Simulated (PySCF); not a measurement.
**Ca(2+) (calcium, charge +2) across methods**

[Ar], closed-shell 1S. Computed with PySCF 2.14 in x2c-TZVPPall with one added diffuse shell each of s, p, d type (7s6p4d, 45 functions), with the spin-free X2C one-electron Hamiltonian (Gaussian nucleus).

```csv
method,E (hartree),mean ε 2p (eV),mean ε 3s (eV),mean ε 3p (eV),Σ⟨r²⟩ (bohr²),⟨S²⟩
UHF,-679.01396,-386.02,-76.088,-51.073,15.40,0.000
M06-2X,-679.802,-368.63,-68.973,-47.482,15.34,0.000
BHandHLYP,-679.797,-368.90,-69.607,-47.527,15.37,0.000
PBE0,-679.607,-359.38,-66.020,-45.375,15.33,0.000
wB97M-V,-679.746,-361.53,-68.614,-47.825,15.38,0.000
r2SCAN0,-679.748,-362.39,-67.059,-45.830,15.32,0.000
PBE,-679.558,-350.15,-62.226,-43.058,15.35,0.000
r2SCAN,-679.749,-354.23,-63.815,-43.756,15.32,0.000
LDA,-677.900,-350.04,-62.072,-43.113,15.37,0.000
```
